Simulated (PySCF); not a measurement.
## Correlation energy of Ti (titanium, neutral)

[Ar] 3d4, high-spin 5D determinant (an excited configuration). Calculation: PySCF 2.14, in x2c-TZVPPall with one added diffuse shell each of s, p, d, f type (7s6p5d3f1g, 80 functions); scalar relativity by spin-free X2C-1e. Frozen: [Ar]; 4 electrons correlated.

| level | correlation energy (mhartree) |
| --- | --- |
| CCSD | -69.98 |
| (T) | -4.50 |
| CCSD(T) | -74.48 |

Diagnostics: T1 = 0.048, D1 = 0.0786, largest double amplitude 0.059.

**Question.** Is a single reference adequate?

**Answer.** Largely. T1 is above 0.03 while the doubles stay small, so the singles mainly relax the orbitals.
